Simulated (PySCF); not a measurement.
## P: excitation energy

P [Ne] 3s2 3p3 (4S) → P [Ne] 3s1 3p3 4s1 (6S), as a difference of total energies. Computed with PySCF 2.14 in aug-cc-pV(T+d)Z with one added diffuse shell each of s, p, d, f type (7s6p5d3f, 71 functions), with no relativity, point nucleus. Correlated levels: valence: [Ne] frozen. The calculations carry no spin-orbit coupling.

```json
{"method": "UHF", "excitation energy (eV)": "10.435"}
{"method": "MP2 (valence)", "excitation energy (eV)": "11.927"}
{"method": "SCS-MP2 (valence)", "excitation energy (eV)": "12.379"}
{"method": "CCSD (valence)", "excitation energy (eV)": "12.129"}
{"method": "CCSD(T) (valence)", "excitation energy (eV)": "12.218"}
```

Task: How much does correlation contribute at CCSD(T) (valence)?

Result: 12.218 − (10.435) = 1.783 eV, measured against UHF.

The upper state lies above the first ionisation limit, but in LS coupling its spin forbids autoionisation to the ground ion. A Rydberg-like electron needs more diffuse functions than a valence basis has.

The promoted electron is Rydberg-like, and one or two diffuse shells describe it only roughly, which tends to raise the upper state.
